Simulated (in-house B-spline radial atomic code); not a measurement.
# Ionising La VII (La6+) with different functionals

Computed with a radial B-spline atomic code at the basis-set limit: four-component Dirac-Coulomb Hamiltonian, Fermi nucleus of rms radius 4.855 fm, spin-restricted, spherical fractional occupations for the functionals, and exact exchange of hybrids averaged over the configuration. The ionisation energy is the difference of two self-consistent energies, [Kr] 4d10 5s2 5p3 → [Kr] 4d10 5s2 5p2, without Breit or QED terms; ε is the level of the shell that loses the electron (mean over j). The electron is taken from both j subshells in proportion to 2j + 1, so the result is a j average, not the step between ground levels.

| method | rung | ΔSCF (eV) | -ε(5p) (eV) |
| --- | --- | --- | --- |
| B97-1 | global hybrid | 89.85 | 84.57 |
| B3LYP | global hybrid | 90.04 | 84.65 |
| LC-wPBE | range-separated hybrid | ? | ? |
| CAM-B3LYP | range-separated hybrid | ? | ? |

Problem. What does LC-wPBE give?

Solution. ΔSCF 90.03 eV, and -ε(5p) = 88.00 eV.

Problem. What does CAM-B3LYP give?

Solution. ΔSCF 90.06 eV, and -ε(5p) = 86.52 eV.

Problem. Among the functionals, which spreads more, the ΔSCF values or the orbital energies?

Solution. The orbital energies: ΔSCF values span about 0.21 eV and the orbital energies 3.43 eV; here energy differences depend much less on the functional than eigenvalues do.

Problem. How do they compare with the NIST value?

Solution. NIST lists 88 eV ± 2 (tabulated theory, ground level to ground level). Errors run from +1.85 to +2.06 eV; all lie within about twice that uncertainty, so the table can't rank the methods.
